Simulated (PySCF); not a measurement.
C3H2F4. Atoms are numbered in the order given.

```xyz
9

F      0.1637     2.8608     0.0000
C     -0.2836     1.6053     0.0000
C      0.5443     0.5513     0.0000
C      0.0323    -0.8527     0.0000
F      0.4679    -1.5341    -1.0883
F      0.4679    -1.5341     1.0883
F     -1.3229    -0.9079     0.0000
H     -1.3838     1.5329     0.0000
H      1.6363     0.6814     0.0000
```
Charge 0, spin multiplicity 1.

Coordinates come from a PBE-D3(BJ)/def2-SVP optimisation.

Computed with PBE-D3(BJ)/def2-SVP run with PySCF.

Frequencies are harmonic and unscaled.

Computed normal modes with their intensities:
| mode | ν (cm⁻¹) | IR (km/mol) | moving atoms (share of kinetic energy) |
|---|---|---|---|
| 1 | 80 | 0.0 | F 45 %, C 35 %, H 20 % |
| 2 | 188 | 2.8 | F 72 %, C 23 % |
| 3 | 192 | 1.7 | F 46 %, C 28 %, H 26 % |
| 4 | 380 | 1.8 | F 83 %, C 16 % |
| 5 | 402 | 6.6 | F 58 %, C 35 % |
| 6 | 409 | 1.7 | F 65 %, C 30 % |
| 7 | 544 | 1.1 | F 78 %, C 16 % |
| 8 | 567 | 0.1 | F 74 %, C 20 % |
| 9 | 677 | 22.0 | F 70 %, C 26 % |
| 10 | 822 | 12.1 | H 50 %, C 46 % |
| 11 | 866 | 19.5 | F 50 %, C 34 %, H 16 % |
| 12 | 922 | 41.5 | H 85 %, C 14 % |
| 13 | 1089 | 279.5 | C 52 %, F 26 %, H 22 % |
| 14 | 1140 | 285.3 | C 78 %, F 22 % |
| 15 | 1186 | 78.5 | C 45 %, H 33 %, F 21 % |
| 16 | 1221 | 170.8 | C 63 %, H 24 %, F 13 % |
| 17 | 1283 | 12.4 | H 74 %, C 24 % |
| 18 | 1318 | 130.3 | C 77 %, H 14 %, F 9 % |
| 19 | 1717 | 171.8 | C 92 % |
| 20 | 3132 | 2.0 | H 91 %, C 9 % |
| 21 | 3153 | 2.8 | H 91 %, C 9 % |
